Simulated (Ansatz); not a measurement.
Cu4Te2⁺. Charge 1, multiplicity 2. Geometry PBE-D4/def2-SVP; atoms count from 1.

```xyz
6

Cu    0.012   -0.792   -0.842
Cu   -0.765   -0.382    1.511
Cu    2.446   -0.840   -0.790
Cu   -0.716    1.553   -0.331
Te   -2.438   -0.285   -0.371
Te    1.462    0.746    0.823
```

In the def2 sets Te takes a core potential; there is no spin–orbit coupling. No other spin state of charge 1 was run. Another isomer (doublet) lies 0.46 eV lower at PBE0-D4/def2-SVP; other spin states weren't run for this one.

Q: Estimate the Mulliken populations from the PBE0/def2-SVP orbitals of Ansatz.

A: 
| atom | charge (e) | spin (α − β) | d electrons |
| --- | --- | --- | --- |
| Cu1 | 0.12 | 0.05 | 9.76 |
| Cu2 | 0.24 | 0.12 | 9.77 |
| Cu3 | 0.37 | 0.01 | 9.84 |
| Cu4 | 0.24 | 0.12 | 9.77 |
| Te5 | -0.01 | 0.39 | – |
| Te6 | 0.03 | 0.30 | – |
Mulliken values and Mayer orders depend strongly on the basis.

Q: Where does the spin sit?

A: Summed by element: Cu 0.31, Te 0.69, of 1 unpaired in all. Largest on single atoms: Te5 0.39, Te6 0.30, Cu2 0.12.

Q: And the Mayer bond orders between bonded heavy atoms (over 0.3)?

A: Cu1–Cu3 0.40 (2.44 Å); Cu1–Te5 0.74 (2.55 Å); Cu1–Te6 0.47 (2.69 Å); Cu2–Te5 0.79 (2.52 Å); Cu2–Te6 0.61 (2.59 Å); Cu3–Te6 0.86 (2.47 Å); Cu4–Te5 0.79 (2.52 Å); Cu4–Te6 0.61 (2.59 Å).
